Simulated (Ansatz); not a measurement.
`[CH3][Ta](=[S])([Cl])[Cl]`. The species carries charge 0 and has multiplicity 1. Ta: def2 effective core potential.

```tsv
atom	x (Å)	y (Å)	z (Å)
C1	0.9750	0.0996	-0.5970
Ta2	-0.8246	-0.0983	0.5110
S3	-1.7989	1.7897	0.2309
Cl4	-2.0139	-1.7875	-0.4549
Cl5	-0.2291	-0.3997	2.6916
H6	0.7626	0.2969	-1.6522
H7	1.5776	0.9294	-0.2148
H8	1.5514	-0.8302	-0.5146
```

List the harmonic frequencies (cm⁻¹, unscaled) at PBE0-D4/def2-TZVP in Ansatz. (Best estimate.)

Computed: 97, 120, 133, 140, 151, 174, 396, 406, 533, 545, 550, 627, 1196, 1399, 1405, 3021, 3112, 3125.

Is this a minimum?

Yes, all 18 modes are real.

Give the ideal-gas thermochemistry at 298.15 K and 1 bar (rigid rotor, harmonic oscillator; point group Cs, symmetry number 1).

Zero-point energy 102.5 kJ/mol; H(298) − E = 126.5 kJ/mol; entropy 392.6 J/(mol·K), of which translation 179.9, rotation 122.8, vibration 89.8; G(298) − E = 9.5 kJ/mol. Modes under 100 cm⁻¹ are hindered rotations or soft bends, so the harmonic entropy is rough.

Rotational constants (cm⁻¹)?

0.05244, 0.04492, 0.035.
